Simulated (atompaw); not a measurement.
**Cutoff test, gallium, PAW (atompaw)**

```
Element                 : Ga
Generator               : atompaw 4.2.0.5
Type                    : PAW
Functional              : LDA (PW92)
Relativity              : scalar-relativistic
Frozen core             : [Ar] 3d10
Valence charge          : 3
Reference configuration : 4s2 4p1
Partial waves           : 4s (bound): rc 2.70 bohr; 4s channel at 1.75 Ry: rc 2.70 bohr; 4p (bound): rc 2.70 bohr; 4p channel at 0.5 Ry: rc 2.70 bohr; 4d channel at 0.5 Ry: rc 2.70 bohr; 4d channel at 2.85 Ry: rc 2.70 bohr
Local potential         : troulliermartins scheme with l = 3 at 1 Ry, radius 2.35 bohr
Core correction         : smooth core density matched at 1.95 bohr
Augmentation charge     : besselshape compensation charge, radius 2.15 bohr; PAW radius 2.70 bohr; waves and projectors: custom rrkj gramschmidtortho
```

The pseudo-atom Hamiltonian at the reference potential is diagonalised in spherical Bessel functions j_l(qr) that vanish at 20 bohr, with q² up to the cutoff. All-electron valence levels (Ry): 4s -0.6740, 4p -0.2009.

How do the lowest levels (Ry) of each channel move with the cutoff, and are there ghosts?

```
cutoff (Ry)     s #1     p #1    p #2    d #1    d #2    f #1  Σ f·Δε (mRy)
          8  -0.6740  -0.2004  0.0273  0.0512  0.1354  0.1046           0.5
         10  -0.6740  -0.2008  0.0272  0.0512  0.1354  0.1046           0.1
         12  -0.6740  -0.2009  0.0272  0.0512  0.1354  0.1046           0.1
        400  -0.6740  -0.2009  0.0272  0.0512  0.1354  0.1046           0.0
```

Result: no extra level below or beside the all-electron valence levels (s, p, d, f tested); 10 mRy is reached at 6 Ry and 1 mRy at 8 Ry.
